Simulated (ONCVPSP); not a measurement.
Plane-wave convergence, ONCV potential for vanadium

- Element: V
- Generator: ONCVPSP 4.0.1
- Type: optimised norm-conserving Vanderbilt (ONCV)
- Functional: PW91
- Relativity: scalar-relativistic
- Frozen core: [Ne]
- Valence charge: 13
- Reference configuration: 3s2 3p6 3d3 4s2
- Partial waves: 3s+4s: rc 1.60 bohr, ncon 3, nbas 7, qcut 7.2 1/bohr, 2 projectors; 3p: rc 1.20 bohr, ncon 4, nbas 7, qcut 12.8 1/bohr, 2 projectors, debl 2.2 Ha; 3d: rc 1.45 bohr, ncon 3, nbas 8, qcut 10.4 1/bohr, 1 projector
- Local potential: polynomial inside 1.00 bohr (lpopt 5, dvloc0 0 Ha)
- Core correction: none

Q: For each optimised wave give the share of its norm inside rc, the residual kinetic energy above qcut (Ha) and the cutoffs (Ha) for errors of 10, 1, 0.1 and 0.01 mHa per electron.

A:

```tsv
wave	norm inside rc	residual KE	10 mHa	1 mHa	0.1 mHa	0.01 mHa
3s	0.950	2.2e-06	6.4	15.3	20.0	23.4
4s	0.048	2.0e-06	4.8	12.3	19.1	23.1
3p	0.721	5.8e-08	16.9	36.8	51.0	60.9
p projector 2	0.091	9.3e-09	15.3	21.7	47.6	59.4
3d	0.609	1.7e-06	32.9	40.2	45.7	50.6
```

The occupied waves need 40 Ha and 51 Ha for 1 and 0.1 mHa.
